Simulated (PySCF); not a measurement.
Species: C4H3NO2 (charge +1 and doublet state).
Z-matrix (Å and degrees, GFN2-xTB geometry), rows numbered from 1:
```
O 
C   1  1.1771
C   2  1.4612  1  130.58
N   3  1.3108  2  125.80  1   179.91
O   4  1.2995  3  109.84  2  -179.99
C   5  1.3277  4  109.78  3     0.00
C   6  1.3742  5  109.25  4    -0.01
H   2  1.1287  1  120.75  3  -179.96
H   6  1.0769  5  118.92  4  -180.00
H   7  1.0727  3  126.23  2    -0.00
```

The hyperfine couplings belong to this conformer and change with its torsions.

Identity: `O=CC1=NO[CH][CH+]1` [radical] (charge +1).

Computed, not measured: PySCF, UKS B3LYP, pcH-1 on C H N O, non-relativistic, mean-field spin-orbit, GIAO. The structure is a single GFN2-xTB conformer in the gas phase; no vibrational or solvent corrections. A GFN2-xTB geometry isn't a minimum of the functional, and hyperfine couplings can be far from their values at a DFT geometry, by a factor of two or more for some ions and for spin on atoms past the first row. No stability test was run, so a lower SCF solution isn't excluded.

Principal values of hyperfine tensors in MHz (contact and dipolar terms together), for some of the nuclei:

```json
{"atom": "H8", "isotope": "1H", "A1": "283.61", "A2": "287.13", "A3": "302.21"}
{"atom": "C3", "isotope": "13C", "A1": "47.31", "A2": "57.62", "A3": "83.50"}
{"atom": "C2", "isotope": "13C", "A1": "-64.78", "A2": "-45.97", "A3": "-44.81"}
{"atom": "C6", "isotope": "13C", "A1": "-3.97", "A2": "-2.34", "A3": "43.80"}
{"atom": "H9", "isotope": "1H", "A1": "-19.79", "A2": "-14.33", "A3": "-2.07"}
{"atom": "N4", "isotope": "14N", "A1": "3.02", "A2": "3.51", "A3": "25.06"}
{"atom": "H10", "isotope": "1H", "A1": "-15.55", "A2": "-12.23", "A3": "-3.25"}
{"atom": "C7", "isotope": "13C", "A1": "-5.27", "A2": "-2.94", "A3": "35.74"}
```

(1) Split each tensor into its isotropic and traceless parts, and turn a_iso into mT with g = 2.0046.

(2) What spin density at the nucleus of H10 lies behind its contact coupling (g_N = 5.58569)?

(3) O1 (17O, g_N = -0.75752) isn't in the table. Its spin density at the nucleus is 0.04721 bohr⁻³. What is its contact coupling?

(4) Name the largest traceless tensor T of the table and describe it.

(5) What first-order splitting does H8 cause when the field lies along A1, A2 or A3 of its tensor (g taken as isotropic, no quadrupole term)?

## Answers

(1) a_iso = (A1 + A2 + A3)/3, Ti = Ai − a_iso; 1 mT corresponds to 28.057 MHz.

| atom | a_iso (MHz) | a_iso (mT) | T1 | T2 | T3 |
| --- | --- | --- | --- | --- | --- |
| H8 | 290.98 | 10.371 | -7.37 | -3.85 | 11.22 |
| C3 | 62.81 | 2.239 | -15.50 | -5.19 | 20.68 |
| C2 | -51.85 | -1.848 | -12.93 | 5.88 | 7.05 |
| C6 | 12.49 | 0.445 | -16.47 | -14.83 | 31.30 |
| H9 | -12.07 | -0.430 | -7.73 | -2.27 | 9.99 |
| N4 | 10.53 | 0.375 | -7.51 | -7.02 | 14.53 |
| H10 | -10.34 | -0.369 | -5.21 | -1.88 | 7.09 |
| C7 | 9.18 | 0.327 | -14.45 | -12.12 | 26.57 |

(2) a_FC = 800.24 MHz bohr³ × g_N × ρ(0)/(2S). With a_FC = -10.34 MHz and 2S = 1, ρ(0) = -0.002314 bohr⁻³. In magnitude that is 0.7 % of the 1/π = 0.318 of a free hydrogen atom.

(3) By the same relation, a_FC = -28.6 MHz. Its full tensor has the principal values -176.72, 40.27, 50.58 MHz.

(4) C6: -16.5, -14.8, 31.3 MHz, nearly axial, close to the ratio −1:−1:+2.

(5) 2 lines (I = 1/2), spaced by |A_i|/(g × 13.996): 10.11, 10.23, 10.77 mT along the axes of A1, A2 and A3.

The SMILES draws the unpaired electron on C6; the largest computed Mulliken spin population is on O1 (0.48 against 0.17).
